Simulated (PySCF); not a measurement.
TiF3, SMILES [F][Ti]([F])[F] (connectivity only; charge and spin as stated), neutral, multiplicity 2.

Geometry: B3LYP-D3(BJ)/def2-SVP. The multiplicity is an assumed one; other spin states were not compared. The isomer is the one that the SMILES or the coordinates give; other isomers of the formula were not compared.

Two levels are set side by side: PBE/def2-TZVPD (PySCF) and CAM-B3LYP/def2-TZVPD (PySCF). Same geometry, gas phase. Differences are taken from unrounded values.

```tsv
quantity	CAM-B3LYP
α-spin orbital gap (eV)	7.58
β-spin orbital gap (eV)	11.85
mean polarisability (bohr³)	30.9
```

What does PBE give, and how far is it from CAM-B3LYP? (An estimate is asked for; the answer gives what the named calculation found.)


```tsv
quantity	PBE	PBE minus CAM-B3LYP
α-spin orbital gap (eV)	1.36	-6.22
β-spin orbital gap (eV)	6.45	-5.40
mean polarisability (bohr³)	37.3	6.4
```

Loosely held outer electrons make PBE densities more polarisable. Differences between two approximate levels are no errors against the true value.

Rough cost on one machine, each run with all the roots and properties that it gave: CAM-B3LYP against PBE within a factor of 2.
